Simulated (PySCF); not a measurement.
Computed shifts of a molecule C3H6OS, PySCF with PBE0/pcSseg-1, GIAO, gas phase, equivalent atoms averaged, in ppm (number of nuclei): ¹³C: 88.5 (1), 73.3 (1), 32.0 (1). ¹H: 6.20 (1), 5.93 (1), 5.54 (1), 1.90 (3). References: ¹³C against TMS (σ = 186.3 ppm); ¹⁷O against H2O (σ = 334.2 ppm); ³³S against H2S (σ = 716.7 ppm); ¹H against TMS (σ = 31.56 ppm), references at their B3LYP-D3(BJ)/def2-TZVP geometries, non-relativistic. Geometry optimised at PBE0-D3(BJ)/def2-SVP. Other conformers were not sampled.

Which structure fits?
A. C[C@@H]1OCS1
B. CC(=O)CS
C. CSC(C)=O
D. C[C@@H](S)C=O

A, C[C@@H]1OCS1
